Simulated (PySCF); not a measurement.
Isomers of C7H9FO. Method: TDDFT PBE0/def2-SVPD, vertical, gas phase, core orbitals frozen in the response in PySCF 2.14.0, density-fitted response routines. Geometries: GFN2-xTB; one conformer of each isolated species. Triplets are in the Tamm–Dancoff approximation.

A. `C1([C@](OC)(F)CC1=C)=C`
B. `C[C@H]1CC=C(F)C(=O)C1`
C. `C1(C(=C)[C@H]([C@@H]1F)OC)=C`
D. `C#C[C@@H]1CC[C@@]1(F)OC`

Lowest singlet levels (six at most, fewer where fewer were computed) with oscillator strengths:

1. 330 nm (f 0.000); 227 nm (f 0.209); 190 nm (f 0.001); 179 nm (f 0.007); 177 nm (f 0.031); 173 nm (f 0.012); T1 3.22 eV
2. 238 nm (f 0.291); 223 nm (f 0.017); 200 nm (f 0.006); 189 nm (f 0.002); 185 nm (f 0.010); 184 nm (f 0.079); T1 2.87 eV
3. 259 nm (f 0.059); 234 nm (f 0.248); 206 nm (f 0.007); 198 nm (f 0.009); 185 nm (f 0.015); 182 nm (f 0.047); T1 2.83 eV
4. 190 nm (f 0.000); 183 nm (f 0.006); 183 nm (f 0.009); 172 nm (f 0.016); 167 nm (f 0.031); 159 nm (f 0.042); T1 5.31 eV

Problem. Match each spectrum to its molecule.

Solution. 1 = B, 2 = A, 3 = C, 4 = D.
- A: S1 at 5.21 eV, HOMO→LUMO (97%); Löwdin shares by element: HOMO carbon 85% or more (atoms not listed hold the other 15%); LUMO carbon 73% or more (atoms not listed hold the other 27%); HOMO -6.99 and LUMO -1.49 eV.
- B: S1 at 3.76 eV, HOMO→LUMO (96%); Löwdin shares by element: HOMO oxygen 59%, carbon 30% or more; LUMO carbon 60% or more, oxygen 23% (atoms not listed hold the other 17%); HOMO -7.52 and LUMO -1.79 eV.
- C: S1 at 4.79 eV, HOMO-1→LUMO (52%), HOMO→LUMO (46%); Löwdin shares by element: HOMO carbon 77% or more (atoms not listed hold the other 23%); LUMO carbon 72% or more (atoms not listed hold the other 28%); HOMO -7.02 and LUMO -1.61 eV.
- D: S1 at 6.52 eV, HOMO-1→LUMO+1 (46%), HOMO→LUMO (15%), HOMO→LUMO+2 (9%); Löwdin shares by element: HOMO carbon 62% or more, oxygen 16% (atoms not listed hold the other 22%); LUMO carbon 29% or more, hydrogen 14% or more (atoms not listed hold the other 57%); HOMO -7.55 and LUMO 0.60 eV.
